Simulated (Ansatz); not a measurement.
Basis-set extrapolation for C₄H₂AlF (PBE0-D4/def2-TZVP geometry, frozen core, Ansatz). Multiplicity 1, RHF reference.

|  | def2-TZVPP | def2-QZVPP |
| --- | --- | --- |
| HF | -493.967167 | -493.985664 |
| MP2 correlation | -0.920017 | -0.988613 |
| CCSD(T) correlation | -0.980480 | not run |

Energies in hartree. Use E(X) = E(∞) + A·exp(−7.88·√X) for Hartree–Fock and E(X) = E(∞) + B·X^(−2.97) for correlation, with X = 3 and 4, and add CCSD(T) minus MP2 of the smaller set to the MP2 limit.

What is the CCSD(T) energy at the basis-set limit?

HF limit: -493.985664 + (-0.018497) × 0.13774 = -493.98821. MP2 limit: -0.988613 + (-0.068596) × 0.74074 = -1.03942. Higher-order term: -0.980480 − (-0.920017) = -0.06046. Total: -495.08809 hartree, 368.7 kJ/mol below CCSD(T)/def2-TZVPP.
